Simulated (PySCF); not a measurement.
(1S)-1-bromo-1-chloroethane (C₂H₄BrCl), SMILES C[C@@H](Cl)Br. Atoms are numbered in the order given.

```xyz
8

C     -1.6701    -1.0322     0.2890
C     -0.2173    -0.6607     0.4806
Cl     0.8534    -1.7127    -0.5010
Br     0.0799     1.2406     0.0471
H     -1.9670    -0.9017    -0.7612
H     -1.8173    -2.0865     0.5707
H     -2.3080    -0.3982     0.9225
H      0.1143    -0.7608     1.5192
```

Geometry optimised at B3LYP-D3(BJ)/def2-SVP.

Two levels are set side by side: PBE/pcSseg-1 (PySCF) and PBE0/pcSseg-1 (PySCF). GIAO shifts against HCl (³⁵Cl), TMS (¹H), TMS (¹³C) at the same level; non-relativistic, no solvent, atoms listed together averaged. Without spin–orbit terms, shifts of atoms bonded to Cl or Br come out too high at both levels. Differences are taken from unrounded values.

```tsv
quantity	PBE0	PBE	PBE minus PBE0
δ(¹³C) of C1 (ppm)	37.6	39.1	1.5
δ(¹³C) of C2 (ppm)	87.8	94.1	6.3
δ(³⁵Cl) of Cl3 (ppm)	302.3	336.3	33.9
δ(¹H) of H8 (ppm)	6.27	6.60	0.33
```

Rough cost on one machine, each run with all the roots and properties that it gave: PBE0 against PBE within a factor of 2.
